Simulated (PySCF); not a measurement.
C4H10BN.

```xyz
16

C      0.2978    -2.4893     0.0000
N     -0.6009    -1.3636     0.0000
B     -0.2423    -0.0202     0.0000
C     -1.0686     1.3410     0.0000
C      0.3128     2.0585     0.0000
C      1.1532     0.7482     0.0000
H      0.1654    -3.1277    -0.8907
H      1.3346    -2.1258     0.0000
H      0.1654    -3.1277     0.8907
H     -1.5857    -1.6057     0.0000
H     -1.6911     1.5406     0.8877
H     -1.6911     1.5406    -0.8877
H      0.4818     2.6900    -0.8862
H      0.4818     2.6900     0.8862
H      1.7927     0.6107    -0.8876
H      1.7927     0.6107     0.8876
```
Charge 0, spin multiplicity 1.

The structure is a stationary point at PBE0-D3(BJ)/def2-SVP. The geometry has at least one imaginary mode, so it is a saddle point at that level. This is a generated structure with no PubChem entry under its InChIKey; it may be hypothetical. One conformer was computed; it need not be the lowest.

Level of theory: PBE0/pcSseg-1 in PySCF. Non-relativistic, no solvent.

Q: Give the absolute GIAO shielding of each atom: isotropic value and principal components (ppm). (An estimate is asked for; the answer gives what the named calculation found.)

A: 
```json
[
 {"atom": "C1", "σ(iso)": "152.5", "σ11": "129.7", "σ22": "144.7", "σ33": "183.2", "span": "53.6"},
 {"atom": "N2", "σ(iso)": "149.7", "σ11": "47.7", "σ22": "197.1", "σ33": "204.5", "span": "156.8"},
 {"atom": "B3", "σ(iso)": "50.1", "σ11": "21.5", "σ22": "24.0", "σ33": "104.8", "span": "83.4"},
 {"atom": "C4", "σ(iso)": "169.2", "σ11": "162.0", "σ22": "166.4", "σ33": "179.3", "span": "17.3"},
 {"atom": "C5", "σ(iso)": "167.3", "σ11": "160.6", "σ22": "163.7", "σ33": "177.5", "span": "16.9"},
 {"atom": "C6", "σ(iso)": "170.3", "σ11": "163.8", "σ22": "167.4", "σ33": "179.8", "span": "16.0"},
 {"atom": "H7", "σ(iso)": "28.6", "σ11": "24.0", "σ22": "26.5", "σ33": "35.3", "span": "11.3"},
 {"atom": "H8", "σ(iso)": "28.3", "σ11": "24.3", "σ22": "28.9", "σ33": "31.7", "span": "7.4"},
 {"atom": "H9", "σ(iso)": "28.6", "σ11": "24.0", "σ22": "26.5", "σ33": "35.3", "span": "11.3"},
 {"atom": "H10", "σ(iso)": "27.7", "σ11": "21.5", "σ22": "27.7", "σ33": "33.9", "span": "12.3"},
 {"atom": "H11", "σ(iso)": "30.2", "σ11": "26.3", "σ22": "28.4", "σ33": "35.9", "span": "9.6"},
 {"atom": "H12", "σ(iso)": "30.2", "σ11": "26.3", "σ22": "28.4", "σ33": "35.9", "span": "9.6"},
 {"atom": "H13", "σ(iso)": "29.3", "σ11": "25.3", "σ22": "27.7", "σ33": "35.0", "span": "9.7"},
 {"atom": "H14", "σ(iso)": "29.3", "σ11": "25.3", "σ22": "27.7", "σ33": "35.0", "span": "9.7"},
 {"atom": "H15", "σ(iso)": "30.1", "σ11": "25.9", "σ22": "28.9", "σ33": "35.5", "span": "9.6"},
 {"atom": "H16", "σ(iso)": "30.1", "σ11": "25.9", "σ22": "28.9", "σ33": "35.5", "span": "9.6"}
]
```
